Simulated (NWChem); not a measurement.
System meant: SiHSeCl3; SMILES Cl[Si](Cl)(Cl)[SeH]

Input file for NWChem:

```
start job
memory heap 200 mb stack 900 mb global 1100 mb
geometry units angstroms noautoz
  Cl    -0.520844     0.945568    -1.776978
  Si     0.068311     0.427443     0.116192
  Cl     1.908035     1.275431     0.425942
  Cl    -1.263586     1.186231     1.470973
  Se     0.078721    -1.802346     0.438581
  H      1.075188    -2.004534    -0.627937
end
basis spherical
  Cl library def2-svp
  Si library def2-svp
  Se library def2-svp
  H library def2-svp
end
dft
  odft
  mult 2
  xc pbe0
  iterations 150
  mulliken
end
task dft energy
```

End of the output:

```
 Summary of "ao basis" -> "" (spherical)
 ------------------------------------------------------------------------------
       Tag                 Description            Shells   Functions and Types
 ---------------- ------------------------------  ------  ---------------------
 Cl                         def2-svp                 8       18   4s3p1d
 Si                         def2-svp                 8       18   4s3p1d
 Se                         def2-svp                12       32   5s4p3d
 H                          def2-svp                 3        5   2s1p

                                 NWChem DFT Module
                                 -----------------

 Summary of "ao basis" -> "ao basis" (spherical)
 ------------------------------------------------------------------------------
       Tag                 Description            Shells   Functions and Types
 ---------------- ------------------------------  ------  ---------------------
 Cl                         def2-svp                 8       18   4s3p1d
 Si                         def2-svp                 8       18   4s3p1d
 Se                         def2-svp                12       32   5s4p3d
 H                          def2-svp                 3        5   2s1p

      Symmetry analysis of basis
      --------------------------

        a'         70
        a"         39

  number of electrons :                  100
  multiplicity        :                    2
 ------------------------------------------------------------------------
  no. of electrons and multiplicity not compatible                 100
 ------------------------------------------------------------------------
 ------------------------------------------------------------------------
  current input line :
    24: task dft energy
 ------------------------------------------------------------------------
 ------------------------------------------------------------------------
 There is an error in the input file
 ------------------------------------------------------------------------
 For more information see the NWChem manual at https://nwchemgit.github.io

0: no. of electrons and multiplicity not compatible:Received an Error in Communication
```

**Question.** What is wrong, and how is it mended?

**Answer.** The program refused the input. Cause: the multiplicity doesn't fit the number of electrons (an even count wants an odd multiplicity, and the reverse). This input runs:
```
start job
memory heap 200 mb stack 900 mb global 1100 mb
geometry units angstroms noautoz
  Cl    -0.520844     0.945568    -1.776978
  Si     0.068311     0.427443     0.116192
  Cl     1.908035     1.275431     0.425942
  Cl    -1.263586     1.186231     1.470973
  Se     0.078721    -1.802346     0.438581
  H      1.075188    -2.004534    -0.627937
end
basis spherical
  * library def2-svp
end
dft
  xc pbe0
  iterations 150
  mulliken
end
task dft energy
```
It converges to -4070.75615 Ha (PBE0/def2-SVP).
